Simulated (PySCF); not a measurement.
Geometries of 2 isomers of CH8OSi2Te, from PySCF 2.14.0, PBE0-D3(BJ)/def2-SVP geometry optimisation, gas phase, def2 core potentials past Kr. One conformer each, no zero-point energy, no frequencies.

Task: Which is lower in electronic energy at this level?
A.
```xyz
13
angstrom
C     -1.782    0.732    0.382
O     -0.642    0.074   -0.103
Si    -0.543   -0.759   -1.543
Te     1.824   -1.543   -1.595
Si     2.329   -0.080    0.383
H     -2.074    1.578   -0.266
H     -1.557    1.130    1.382
H     -2.645    0.049    0.472
H     -0.868    0.145   -2.690
H     -1.498   -1.910   -1.571
H      2.022    1.351    0.103
H      1.634   -0.545    1.614
H      3.804   -0.237    0.564
```
B.
```xyz
13
angstrom
O      2.609   -0.594    1.069
Si     1.330    0.385    0.632
C      0.904   -0.005   -1.142
Te    -0.787    1.218   -1.766
Si    -2.454    0.037   -0.316
H      2.945   -0.509    1.965
H      0.133    0.114    1.491
H      1.681    1.833    0.752
H      0.647   -1.061   -1.311
H      1.722    0.263   -1.829
H     -2.049   -1.399   -0.229
H     -3.776    0.161   -1.000
H     -2.570    0.604    1.059
```

Result: A. That is `CO[SiH2][Te][SiH3]`, 4.7 kcal/mol below the other.

```
            SMILES              atoms numbered as above      E (Eh)  relative (kcal/mol)  relative (kJ/mol)  dipole (D)
CO[SiH2][Te][SiH3]   [CH3:1][O:2][SiH2:3][Te:4][SiH3:5]  -964.57277                  0.0                0.0        2.29
O[SiH2]C[Te][SiH3]  [OH:1][SiH2:2][CH2:3][Te:4][SiH3:5]  -964.56525                  4.7               19.7        1.31
```

As drawn, the higher has an O–H bond and an Si–C bond, which the lower lacks.
